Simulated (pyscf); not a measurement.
## Group migration: cyclic C₃H₃O- (SMILES [O-]C1=CC1) → cyclic C₃H₃O- (SMILES [CH-]=C1CO1)

Gas phase, singlet surface, charge -1. Bonds broken: C2–C4. Bonds formed: C4–O5. Single points on ωB97X-D3(BJ)/def2-SVPD structures (PySCF, gas phase). MP2 and CC: frozen core, UHF for open shells. ΔMP2 is the change of the MP2 total energy from the triple- to the quadruple-zeta basis.

Transition state (Å):

```xyz
7

C      0.5961     0.0536    -0.1124
C      0.5502     0.1992    -1.4660
H     -0.0370     1.1347    -1.6454
C     -0.1452     0.5721     0.9841
O      1.3113    -0.7366     0.7007
H     -0.1042     1.6151     1.3365
H     -0.7503    -0.1274     1.5687
```

One imaginary mode, 863i cm⁻¹; descent along it reached the two sides named.

| bond | change | reactant side (Å) | saddle | product side |
|---|---|---|---|---|
| C2–C4 | breaks | 1.514 | 2.574 | 2.7 |
| C4–O5 | forms | 2.6 | 1.979 | 1.445 |

Electronic energies relative to the reactant's lowest minimum found (kcal/mol):

```json
[
 {"level": "ωB97X-D3(BJ)/def2-TZVPD", "barrier": "75.8", "reaction energy": "+38.9", "reverse barrier": "36.9"},
 {"level": "PBE/def2-TZVPD", "barrier": "61.6", "reaction energy": "+39.8", "reverse barrier": "21.8"},
 {"level": "r²SCAN/def2-TZVPD", "barrier": "65.3", "reaction energy": "+39.4", "reverse barrier": "25.9"},
 {"level": "B3LYP-D3(BJ)/def2-TZVPD", "barrier": "64.9", "reaction energy": "+39.0", "reverse barrier": "25.9"},
 {"level": "PBE0-D3(BJ)/def2-TZVPD", "barrier": "72.5", "reaction energy": "+40.7", "reverse barrier": "31.8"},
 {"level": "M06-2X/def2-TZVPD", "barrier": "79.1", "reaction energy": "+39.1", "reverse barrier": "40.0"},
 {"level": "ωB97M-D3(BJ)/def2-TZVPD", "barrier": "72.5", "reaction energy": "+37.8", "reverse barrier": "34.7"},
 {"level": "HF/def2-TZVPD", "barrier": "84.4", "reaction energy": "+37.8", "reverse barrier": "46.6"},
 {"level": "MP2/def2-QZVPPD", "barrier": "68.9", "reaction energy": "+39.9", "reverse barrier": "29.1"},
 {"level": "CCSD/def2-TZVPPD", "barrier": "70.4", "reaction energy": "+36.5", "reverse barrier": "33.9"},
 {"level": "CCSD(T)/def2-TZVPPD", "barrier": "62.5", "reaction energy": "+36.4", "reverse barrier": "26.1"},
 {"level": "CCSD(T)/def2-TZVPPD + ΔMP2(QZVPPD)", "barrier": "62.9", "reaction energy": "+36.6", "reverse barrier": "26.3"}
]
```

With CCSD(T)/def2-TZVPPD + ΔMP2(QZVPPD) energies and thermal terms (ideal gas, 1 atm, RRHO with modes under 100 cm⁻¹ raised to 100, one conformer, R ln 2 for rigid chiral ones), in kcal/mol:

| T (K) | ΔH‡ | ΔG‡ | ΔH | ΔG |
|---|---|---|---|---|
| 298 | 61.2 | 61.1 | +36.6 | +36.9 |
| 600 | 60.9 | 61.0 | +36.5 | +37.3 |
| 900 | 60.5 | 61.2 | +36.5 | +37.7 |
| 1200 | 60.1 | 61.5 | +36.5 | +38.1 |

cyclic C₃H₃O- (SMILES [CH-]=C1CO1) lies 40.2 kcal/mol over its isomer HC⁻=CH–CH=O, and others may lie lower still (electronic energy, ωB97M-D3(BJ)). This is the saddle that the search found; another between the same sides may lie lower. One closed-shell reference is unstable to symmetry breaking; treat the single-reference values with care. The CCSD(T) − MP2 part came from Ansatz, without density fitting, on the same reference. The largest closed-shell T1 diagnostic is 0.039, which may signal static correlation.
